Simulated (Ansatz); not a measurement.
Start from `N#C[SiH]1CS1` and change one atom or group to get `C#C[SiH]1CS1`.

Ansatz, PBE0-D4/def2-TZVP geometries, multiplicity 1. 

| property | `N#C[SiH]1CS1` |
| --- | --- |
| HOMO–LUMO gap (ωB97M-V/def2-TZVPP) / eV | 10.20 |
| size of the dipole moment (ωB97M-V/def2-TZVPP) / D | 3.19 |
| HOMO–LUMO gap (B3LYP/def2-TZVPP) / eV | 5.63 |
| HOMO energy (PBE0/def2-TZVPP) / eV | -7.66 |
| size of the dipole moment (PBE/def2-TZVPP) / D | 3.22 |
| HOMO–LUMO gap (PBE/def2-TZVPP) / eV | 4.00 |

**Question.** What does the change do to each property? (Best estimate.)

**Answer.** Computed: 
```
                                          property  `C#C[SiH]1CS1`  shift
           HOMO–LUMO gap (ωB97M-V/def2-TZVPP) / eV           10.12  -0.08
size of the dipole moment (ωB97M-V/def2-TZVPP) / D            2.06  -1.13
             HOMO–LUMO gap (B3LYP/def2-TZVPP) / eV            5.59  -0.04
                HOMO energy (PBE0/def2-TZVPP) / eV           -7.03   0.63
    size of the dipole moment (PBE/def2-TZVPP) / D            1.82  -1.40
               HOMO–LUMO gap (PBE/def2-TZVPP) / eV            3.99  -0.01
```

With PBE0 the HOMO rises by 0.63 eV and the LUMO rises by 0.58 eV, so the gap narrows by about 0.05 eV. PBE moves the HOMO by 0.61 eV and ωB97M-V by 0.63 eV. The zero-point energy changes by 28.2 kJ/mol with +3 modes. Dipoles are sizes alone; their direction can turn.

B3LYP here is the variant with VWN-RPA as its local correlation; programs differ in this.
